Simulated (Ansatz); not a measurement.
Geometry optimisation of CH₅Al₂F, SMILES `[CH3][AlH][AlH][F]`.

```yaml
crystal:
  periodic: [false, false, false]
  atoms:
    - {symbol: C, position_ang: [-0.115465, 0.843406, -1.526021]}
    - {symbol: Al, position_ang: [-0.474115, -0.687182, -0.336566]}
    - {symbol: Al, position_ang: [0.447682, -0.680041, 2.109096]}
    - {symbol: F, position_ang: [1.386239, 0.651142, 2.568187]}
    - {symbol: H, position_ang: [-0.505924, 0.712866, -2.555376]}
    - {symbol: H, position_ang: [-0.565358, 1.769341, -1.103231]}
    - {symbol: H, position_ang: [0.975910, 1.047329, -1.590132]}
    - {symbol: H, position_ang: [-1.334568, -1.941698, -0.869610]}
    - {symbol: H, position_ang: [0.273900, -1.761462, 3.286553]}
basis:
  gaussian: {orbitals: def2-TZVP}
hamiltonian: {xc: pbe0, dispersion: d4}
relax: {f_tol: 0.005, max_steps: 150}
```

```sh
$ ansatz run in.yaml --threads 2 --pin off --events-out ev --progress --plain --max-ram 4352MiB
```

Output, abridged:

```
Functional definition: PBE0
mean field -17022.55662148 eV, -625.5674175361 hartree, gradient 3.9e-5 eV, S^2 0.000000; 0 other end points of the search recorded, 0 dependent functions left out
relax step   1: F+E_penalty+E_count = -17022.67354474 eV  Δ(F+E_penalty+E_count) = +0.000e0 eV  max|allowed force component| = 5.980e-1 eV/Å  Δτ_max = 0.0000 Å  (26 SCF iters, accepted)
mean field -17022.58007740 eV, -625.5682795251 hartree, gradient 2.4e-5 eV, S^2 0.000000; 0 other end points of the search recorded, 0 dependent functions left out
relax step   2: F+E_penalty+E_count = -17022.69750735 eV  Δ(F+E_penalty+E_count) = -2.396e-2 eV  max|allowed force component| = 4.198e-1 eV/Å  Δτ_max = 0.0487 Å  (29 SCF iters, accepted)
mean field -17022.58563810 eV, -625.5684838773 hartree, gradient 2.4e-5 eV, S^2 0.000000; 0 other end points of the search recorded, 0 dependent functions left out
relax step   3: F+E_penalty+E_count = -17022.70321815 eV  Δ(F+E_penalty+E_count) = -5.711e-3 eV  max|allowed force component| = 1.492e-1 eV/Å  Δτ_max = 0.0347 Å  (29 SCF iters, accepted)
mean field -17022.58746078 eV, -625.5685508594 hartree, gradient 2.4e-5 eV, S^2 0.000000; 0 other end points of the search recorded, 0 dependent functions left out
relax step   4: F+E_penalty+E_count = -17022.70498873 eV  Δ(F+E_penalty+E_count) = -1.771e-3 eV  max|allowed force component| = 7.181e-2 eV/Å  Δτ_max = 0.0138 Å  (29 SCF iters, accepted)
mean field -17022.58761035 eV, -625.5685563562 hartree, gradient 2.4e-5 eV, S^2 0.000000; 0 other end points of the search recorded, 0 dependent functions left out
relax step   5: F+E_penalty+E_count = -17022.70512410 eV  Δ(F+E_penalty+E_count) = -1.354e-4 eV  max|allowed force component| = 1.858e-2 eV/Å  Δτ_max = 0.0089 Å  (30 SCF iters, accepted)
mean field -17022.58780592 eV, -625.5685635432 hartree, gradient 2.4e-5 eV, S^2 0.000000; 0 other end points of the search recorded, 0 dependent functions left out
relax step   6: F+E_penalty+E_count = -17022.70520009 eV  Δ(F+E_penalty+E_count) = -7.599e-5 eV  max|allowed force component| = 1.673e-2 eV/Å  Δτ_max = 0.0155 Å  (29 SCF iters, accepted)
mean field -17022.58786049 eV, -625.5685655486 hartree, gradient 2.4e-5 eV, S^2 0.000000; 0 other end points of the search recorded, 0 dependent functions left out
relax step   7: F+E_penalty+E_count = -17022.70527321 eV  Δ(F+E_penalty+E_count) = -7.312e-5 eV  max|allowed force component| = 2.004e-3 eV/Å  Δτ_max = 0.0125 Å  (29 SCF iters, accepted)
mean field -17022.58797588 eV, -625.5685697891 hartree, gradient 2.4e-5 eV, S^2 0.000000; 0 other end points of the search recorded, 0 dependent functions left out
relax step   8: F+E_penalty+E_count = -17022.70539333 eV  Δ(F+E_penalty+E_count) = -1.201e-4 eV  max|allowed force component| = 1.566e-2 eV/Å  Δτ_max = 0.0403 Å  (29 SCF iters, accepted)
mean field -17022.58756595 eV, -625.5685547242 hartree, gradient 1.3e-5 eV, S^2 0.000000; 0 other end points of the search recorded, 0 dependent functions left out
relax step   9: F+E_penalty+E_count = -17022.70495718 eV  Δ(F+E_penalty+E_count) = +4.362e-4 eV  max|allowed force component| = 1.295e-1 eV/Å  Δτ_max = 0.1027 Å  (29 SCF iters, rejected (line search))
mean field -17022.58783753 eV, -625.5685647049 hartree, gradient 2.4e-5 eV, S^2 0.000000; 0 other end points of the search recorded, 0 dependent functions left out
relax step  10: F+E_penalty+E_count = -17022.70535227 eV  Δ(F+E_penalty+E_count) = +4.106e-5 eV  max|allowed force component| = 2.630e-2 eV/Å  Δτ_max = 0.0184 Å  (29 SCF iters, rejected (line search))
mean field -17022.58804565 eV, -625.5685723531 hartree, gradient 2.4e-5 eV, S^2 0.000000; 0 other end points of the search recorded, 0 dependent functions left out
relax step  11: F+E_penalty+E_count = -17022.70548011 eV  Δ(F+E_penalty+E_count) = -8.679e-5 eV  max|allowed force component| = 7.870e-3 eV/Å  Δτ_max = 0.0088 Å  (30 SCF iters, accepted)
mean field -17022.58828475 eV, -625.5685811399 hartree, gradient 2.6e-5 eV, S^2 0.000000; 0 other end points of the search recorded, 0 dependent functions left out
relax step  12: F+E_penalty+E_count = -17022.70574846 eV  Δ(F+E_penalty+E_count) = -2.683e-4 eV  max|allowed force component| = 4.024e-2 eV/Å  Δτ_max = 0.0662 Å  (29 SCF iters, accepted)
mean field -17022.58839473 eV, -625.5685851815 hartree, gradient 2.6e-5 eV, S^2 0.000000; 0 other end points of the search recorded, 0 dependent functions left out
relax step  13: F+E_penalty+E_count = -17022.70587083 eV  Δ(F+E_penalty+E_count) = -1.224e-4 eV  max|allowed force component| = 8.153e-2 eV/Å  Δτ_max = 0.0542 Å  (29 SCF iters, accepted)
mean field -17022.58868365 eV, -625.5685957992 hartree, gradient 2.4e-5 eV, S^2 0.000000; 0 other end points of the search recorded, 0 dependent functions left out
relax step  14: F+E_penalty+E_count = -17022.70615006 eV  Δ(F+E_penalty+E_count) = -2.792e-4 eV  max|allowed force component| = 6.555e-2 eV/Å  Δτ_max = 0.0100 Å  (29 SCF iters, accepted)
mean field -17022.58960679 eV, -625.5686297240 hartree, gradient 9.6e-6 eV, S^2 0.000000; 0 other end points of the search recorded, 0 dependent functions left out
relax step  15: F+E_penalty+E_count = -17022.70701818 eV  Δ(F+E_penalty+E_count) = -8.681e-4 eV  max|allowed force component| = 5.715e-2 eV/Å  Δτ_max = 0.0811 Å  (29 SCF iters, accepted)
mean field -17022.58833363 eV, -625.5685829363 hartree, gradient 1.4e-5 eV, S^2 0.000000; 0 other end points of the search recorded, 0 dependent functions left out
relax step  16: F+E_penalty+E_count = -17022.70557615 eV  Δ(F+E_penalty+E_count) = +1.442e-3 eV  max|allowed force component| = 2.265e-1 eV/Å  Δτ_max = 0.1976 Å  (29 SCF iters, rejected (line search))
mean field -17022.57711997 eV, -625.5681708416 hartree, gradient 2.6e-5 eV, S^2 0.000000; 0 other end points of the search recorded, 0 dependent functions left out
relax step  17: F+E_penalty+E_count = -17022.69444670 eV  Δ(F+E_penalty+E_count) = +1.257e-2 eV  max|allowed force component| = 2.651e-1 eV/Å  Δτ_max = 0.0423 Å  (30 SCF iters, rejected (line search))
[...]
relax step  69: F+E_penalty+E_count = -17022.72813537 eV  Δ(F+E_penalty+E_count) = -3.020e-5 eV  max|allowed force component| = 2.026e-2 eV/Å  Δτ_max = 0.0042 Å  (22 SCF iters, accepted)
mean field -17022.61235558 eV, -625.5694657263 hartree, gradient 2.4e-5 eV, S^2 0.000000; 0 other end points of the search recorded, 0 dependent functions left out
relax step  70: F+E_penalty+E_count = -17022.72816599 eV  Δ(F+E_penalty+E_count) = -3.063e-5 eV  max|allowed force component| = 6.653e-3 eV/Å  Δτ_max = 0.0087 Å  (29 SCF iters, accepted)
mean field -17022.61242252 eV, -625.5694681866 hartree, gradient 2.4e-5 eV, S^2 0.000000; 0 other end points of the search recorded, 0 dependent functions left out
relax step  71: F+E_penalty+E_count = -17022.72820784 eV  Δ(F+E_penalty+E_count) = -4.184e-5 eV  max|allowed force component| = 8.018e-3 eV/Å  Δτ_max = 0.0242 Å  (27 SCF iters, accepted)
mean field -17022.60372430 eV, -625.5691485327 hartree, gradient 2.2e-5 eV, S^2 0.000000; 0 other end points of the search recorded, 0 dependent functions left out
relax step  72: F+E_penalty+E_count = -17022.71938372 eV  Δ(F+E_penalty+E_count) = +8.824e-3 eV  max|allowed force component| = 4.532e-1 eV/Å  Δτ_max = 0.1704 Å  (29 SCF iters, rejected (line search))
mean field -17022.61241998 eV, -625.5694680931 hartree, gradient 6.7e-6 eV, S^2 0.000000; 0 other end points of the search recorded, 0 dependent functions left out
relax step  73: F+E_penalty+E_count = -17022.72820345 eV  Δ(F+E_penalty+E_count) = +4.384e-6 eV  max|allowed force component| = 8.047e-3 eV/Å  Δτ_max = 0.0009 Å  (22 SCF iters, rejected (line search))
mean field -17022.61242357 eV, -625.5694682250 hartree, gradient 6.5e-6 eV, S^2 0.000000; 0 other end points of the search recorded, 0 dependent functions left out
relax step  74: F+E_penalty+E_count = -17022.72821008 eV  Δ(F+E_penalty+E_count) = -2.248e-6 eV  max|allowed force component| = 5.330e-3 eV/Å  Δτ_max = 0.0004 Å  (21 SCF iters, accepted)
mean field -17022.61243068 eV, -625.5694684865 hartree, gradient 1.8e-5 eV, S^2 0.000000; 0 other end points of the search recorded, 0 dependent functions left out
relax step  75: F+E_penalty+E_count = -17022.72821837 eV  Δ(F+E_penalty+E_count) = -8.289e-6 eV  max|allowed force component| = 4.323e-4 eV/Å  Δτ_max = 0.0048 Å  (22 SCF iters, accepted)
mean field -17022.61246158 eV, -625.5694696219 hartree, gradient 2.4e-5 eV, S^2 0.000000; 0 other end points of the search recorded, 0 dependent functions left out
relax step  76: F+E_penalty+E_count = -17022.72824050 eV  Δ(F+E_penalty+E_count) = -2.212e-5 eV  max|allowed force component| = 1.761e-2 eV/Å  Δτ_max = 0.0326 Å  (27 SCF iters, accepted)
mean field -17022.61246853 eV, -625.5694698773 hartree, gradient 2.4e-5 eV, S^2 0.000000; 0 other end points of the search recorded, 0 dependent functions left out
relax step  77: F+E_penalty+E_count = -17022.72824944 eV  Δ(F+E_penalty+E_count) = -8.944e-6 eV  max|allowed force component| = 1.389e-2 eV/Å  Δτ_max = 0.0059 Å  (29 SCF iters, accepted)
mean field -17022.61248913 eV, -625.5694706343 hartree, gradient 1.8e-5 eV, S^2 0.000000; 0 other end points of the search recorded, 0 dependent functions left out
relax step  78: F+E_penalty+E_count = -17022.72826918 eV  Δ(F+E_penalty+E_count) = -1.975e-5 eV  max|allowed force component| = 6.896e-3 eV/Å  Δτ_max = 0.0021 Å  (22 SCF iters, accepted)
mean field -17022.61251272 eV, -625.5694715013 hartree, gradient 2.4e-5 eV, S^2 0.000000; 0 other end points of the search recorded, 0 dependent functions left out
relax step  79: F+E_penalty+E_count = -17022.72828550 eV  Δ(F+E_penalty+E_count) = -1.632e-5 eV  max|allowed force component| = 9.579e-3 eV/Å  Δτ_max = 0.0164 Å  (28 SCF iters, accepted)
mean field -17022.61253371 eV, -625.5694722727 hartree, gradient 2.4e-5 eV, S^2 0.000000; 0 other end points of the search recorded, 0 dependent functions left out
relax step  80: F+E_penalty+E_count = -17022.72829728 eV  Δ(F+E_penalty+E_count) = -1.178e-5 eV  max|allowed force component| = 1.134e-2 eV/Å  Δτ_max = 0.0151 Å  (28 SCF iters, accepted)
mean field -17022.61255439 eV, -625.5694730326 hartree, gradient 2.4e-5 eV, S^2 0.000000; 0 other end points of the search recorded, 0 dependent functions left out
relax step  81: F+E_penalty+E_count = -17022.72830716 eV  Δ(F+E_penalty+E_count) = -9.884e-6 eV  max|allowed force component| = 1.205e-2 eV/Å  Δτ_max = 0.0117 Å  (28 SCF iters, accepted)
mean field -17022.61258189 eV, -625.5694740434 hartree, gradient 2.4e-5 eV, S^2 0.000000; 0 other end points of the search recorded, 0 dependent functions left out
relax step  82: F+E_penalty+E_count = -17022.72831892 eV  Δ(F+E_penalty+E_count) = -1.175e-5 eV  max|allowed force component| = 1.084e-2 eV/Å  Δτ_max = 0.0127 Å  (28 SCF iters, accepted)
mean field -17022.61261193 eV, -625.5694751472 hartree, gradient 2.4e-5 eV, S^2 0.000000; 0 other end points of the search recorded, 0 dependent functions left out
relax step  83: F+E_penalty+E_count = -17022.72832820 eV  Δ(F+E_penalty+E_count) = -9.286e-6 eV  max|allowed force component| = 1.058e-2 eV/Å  Δτ_max = 0.0128 Å  (28 SCF iters, accepted)
mean field -17022.61263076 eV, -625.5694758391 hartree, gradient 2.4e-5 eV, S^2 0.000000; 0 other end points of the search recorded, 0 dependent functions left out
relax step  84: F+E_penalty+E_count = -17022.72833090 eV  Δ(F+E_penalty+E_count) = -2.697e-6 eV  max|allowed force component| = 1.699e-2 eV/Å  Δτ_max = 0.0168 Å  (28 SCF iters, accepted)
mean field -17022.61241533 eV, -625.5694679224 hartree, gradient 2.5e-5 eV, S^2 0.000000; 0 other end points of the search recorded, 0 dependent functions left out
relax step  85: F+E_penalty+E_count = -17022.72811763 eV  Δ(F+E_penalty+E_count) = +2.133e-4 eV  max|allowed force component| = 5.961e-2 eV/Å  Δτ_max = 0.0435 Å  (28 SCF iters, rejected (line search))
mean field -17022.61263099 eV, -625.5694758476 hartree, gradient 2.4e-5 eV, S^2 0.000000; 0 other end points of the search recorded, 0 dependent functions left out
relax step  86: F+E_penalty+E_count = -17022.72833420 eV  Δ(F+E_penalty+E_count) = -3.301e-6 eV  max|allowed force component| = 9.776e-3 eV/Å  Δτ_max = 0.0095 Å  (29 SCF iters, accepted)
mean field -17022.61264403 eV, -625.5694763270 hartree, gradient 2.0e-5 eV, S^2 0.000000; 0 other end points of the search recorded, 0 dependent functions left out
relax step  87: F+E_penalty+E_count = -17022.72834754 eV  Δ(F+E_penalty+E_count) = -1.334e-5 eV  max|allowed force component| = 3.386e-3 eV/Å  Δτ_max = 0.0015 Å  (22 SCF iters, accepted)
mean field -17022.61264403 eV, -625.5694763270 hartree, gradient 2.0e-5 eV, S^2 0.000000; 1 other end points of the search recorded, 0 dependent functions left out
Total energy: -17022.72838671 eV, -625.5737297917 hartree
Atom 0 at    -0.301868     0.945786    -1.465396 Å, force    -0.000407    -0.002960     0.000501 eV/Å
Atom 1 at    -0.305627    -0.652344    -0.334396 Å, force    -0.000015     0.000337     0.000269 eV/Å
Atom 2 at     0.568583    -0.683874     2.112642 Å, force     0.002589    -0.002218    -0.000474 eV/Å
Atom 3 at     2.198410    -0.955373     2.295497 Å, force    -0.003386     0.001274    -0.000187 eV/Å
Atom 4 at     0.162689     0.727477    -2.432799 Å, force     0.000767     0.000669    -0.000673 eV/Å
Atom 5 at    -1.334918     1.243040    -1.681825 Å, force    -0.001304     0.000863    -0.000656 eV/Å
Atom 6 at     0.207827     1.806207    -1.028186 Å, force     0.000973     0.001212     0.000493 eV/Å
Atom 7 at    -0.898510    -1.992019    -0.971641 Å, force     0.000233     0.000458     0.000709 eV/Å
Atom 8 at    -0.208284    -0.485199     3.489004 Å, force     0.000549     0.000364     0.000020 eV/Å
Dipole moment:    -0.297598     0.179847    -0.226700 e Å
```

Run time 5.3 min (2 threads of an Arm Neoverse V1 on a shared host); peak host memory 0.42 GiB.
